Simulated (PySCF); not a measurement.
## Vertical excitation energies

Aluminum trichloride, AlCl3.
SMILES with atom numbers: `[Cl:1][Al:2]([Cl:3])[Cl:4]`

The calculation used PySCF, TDDFT CAM-B3LYP/aug-cc-pVTZ, vertical, gas phase, core orbitals frozen in the response. Geometry: PBE0-D3(BJ)/def2-TZVP; no solvent, vibrations or thermal averaging.

```csv
state,E (eV),E (hartree),f,symmetry,"main configurations (H = HOMO, L = LUMO)"
S1,6.80,0.2498,0.0000,–,H→L (92%)
S2,7.01,0.2577,0.0000,–,H→L+1 (95%)
S3,7.21,0.2648,0.0000,–,H-2/H-1→L (≥91%)
S4,7.21,0.2648,0.0000,–,H-2/H-1→L (≥91%)
S5,7.45,0.2738,0.048,E′,"H-3→L (79%), H-2/H-1→L+1 (≥12%)"
S6,7.45,0.2739,0.048,E′,"H-4→L (79%), H-2/H-1→L+1 (≥12%)"
S7,7.61,0.2798,0.0001,–,H-3→L+1 (94%)
S8,7.61,0.2798,0.0001,–,H-4→L+1 (94%)
S9,7.83,0.2879,0.120,E′,"H-2/H-1→L+1 (≥74%), H-3→L (11%)"
S10,7.83,0.2879,0.120,E′,"H-2/H-1→L+1 (≥74%), H-4→L (11%)"
```

Triplets, Tamm–Dancoff:

| state | E (eV) | λ (nm) | main configurations (H = HOMO, L = LUMO) |
| --- | --- | --- | --- |
| T1 | 6.53 | 190.0 | H→L (89%) |
| T2 | 6.89 | 180.0 | H→L+1 (94%) |
| T3 | 6.93 | 178.9 | H-2/H-1→L (≥87%) |
| T4 | 6.93 | 178.9 | H-2/H-1→L (≥87%) |

The lowest singlet lies at 6.80 eV (182 nm, vacuum ultraviolet) and is dark (f under 0.0005); its leading configuration is HOMO→LUMO (92%). The most intense listed level is S9/S10 at 7.83 eV (158 nm, f = 0.240 summed), 1.04 eV above S1. It is the last of those listed, so stronger ones may follow. S3/S4, S5/S6, S7/S8 and S9/S10 lie within about 0.01 eV of each other in each set; the point group D3h has degenerate representations, and within a degenerate level the listed configurations can mix freely. Löwdin shares by element: HOMO chlorine 80%, aluminium 20%; LUMO aluminium 69%, chlorine 31%. The oscillator strengths of these states sum to 0.335; summed over the whole spectrum of an exact calculation they would give the number of electrons, 64 (Thomas–Reiche–Kuhn). Weighted by f, the mean energy of these states is 7.73 eV. Orbital energies (eV): HOMO-3 -11.45, HOMO-2 -11.28, HOMO-1 -11.28, HOMO -10.80, LUMO -0.70, LUMO+1 -0.25, LUMO+2 0.61. Symmetry labels in D3h follow from the direction of the transition dipole and are given only for states with f of 0.002 or more. Orbitals of the list HOMO-3 to LUMO+2 that lie within 0.01 eV of each other are written together with a slash and their weights summed (≥ marks a lower bound); for degenerate orbitals outside that list single weights are arbitrary. The window holds the lowest 10 singlets.
